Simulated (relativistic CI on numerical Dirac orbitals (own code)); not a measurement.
## Ir⁴⁷⁺: sensitivity of the levels to the model

Base calculation: Dirac-Coulomb-Breit CI, orbitals from a KLI potential per configuration, model QED, unscaled Slater integrals.

Configuration list (outside the closed core [Ar]): 3d¹⁰4s², 3d¹⁰4s4p, 3d¹⁰4p², 3d¹⁰4s4d, 3d¹⁰4s4f, 3d¹⁰4d², 3d¹⁰4p4d, 3d¹⁰4f², 3d¹⁰4p4f, 3d¹⁰4d4f, 3d¹⁰4s5s, 3d¹⁰4s5p, 3d¹⁰4s5d, 3d¹⁰4s5f, 3d¹⁰4s5g, 3d¹⁰4s6s, 3d¹⁰4s6p, 3d¹⁰4s6d, 3d¹⁰4s6f, 3d⁹4s²4p, 3d¹⁰4s7s, 3d⁹4s²4d, 3d⁹4s²4f, 3d⁹4s²5s, 3d⁹4s²5p, 3d⁹4s²5d. Double excitations out of closed p, d and f shells are left out; levels of such configurations are missing from the list, as are those of other unlisted configurations, and high levels can miss mixing partners. These lack a partner that the ground configuration has and come out too high: 3d⁹4s²4p, 3d⁹4s²4d, 3d⁹4s²4f, 3d⁹4s²5s, 3d⁹4s²5p.

Variants: (1) Breit term removed. Shifts of the energy above 3d¹⁰4s² ¹S0, in eV, for the lowest level and the first level of each name with at least 55 % of one term (blank where a level changes its place among those of its configuration and J or its character, or is not in the variant):

| Level | Base | Δ(1) |
| --- | --- | --- |
| 3d¹⁰4s² ¹S0 | 0.000 | 0.000 |
| 3d¹⁰4s4p ³P°0 | 92.776 | -1.360 |
| 3d¹⁰4s4p ³P°1 | 100.531 | -1.301 |
| 3d¹⁰4p² ³P0 | 213.009 | -2.653 |
| 3d¹⁰4s4p ³P°2 | 216.258 | -0.023 |
| 3d¹⁰4s4p ¹P°1 | 234.939 | -0.046 |
| 3d¹⁰4p² ³P1 | 329.533 | -1.342 |
| 3d¹⁰4p² ¹D2 | 330.884 | -1.198 |
| 3d¹⁰4s4d ³D1 | 385.961 | +0.526 |
| 3d¹⁰4s4d ³D2 | 390.026 | +0.567 |
| 3d¹⁰4s4d ³D3 | 411.936 | +1.151 |
| 3d¹⁰4s4d ¹D2 | 419.504 | +0.956 |
| 3d¹⁰4p² ³P2 | 458.968 | +0.080 |
| 3d¹⁰4p² ¹S0 | 465.766 | -0.066 |
| 3d¹⁰4p4d ³F°2 | 483.689 | -0.720 |
| 3d¹⁰4p4d ³F°3 | 520.020 | -0.066 |
| 3d¹⁰4s4f ³F°3 | 587.720 | +1.430 |
| 3d¹⁰4s4f ³F°2 | 589.606 | +1.457 |
| 3d¹⁰4s4f ³F°4 | 594.939 | +1.884 |
| 3d¹⁰4p4d ³P°0 | 618.631 | +0.480 |
| 3d¹⁰4p4d ³P°1 | 619.998 | +0.564 |
| 3d¹⁰4p4d ³F°4 | 634.623 | +1.219 |

At this charge energies of transitions that change n are usually good to better than 1 %, and those within a shell (Δn = 0) to a few per cent.

Ionisation energy from the two ground configurations alone: base 2655.8 eV; Breit term removed 2658.02 eV. The NIST ASD value (theoretical) is 2656 eV.

LS names give the leading component of a level, which can be under half, so a name can repeat, a term be missing and a line seem to break the LS rules.
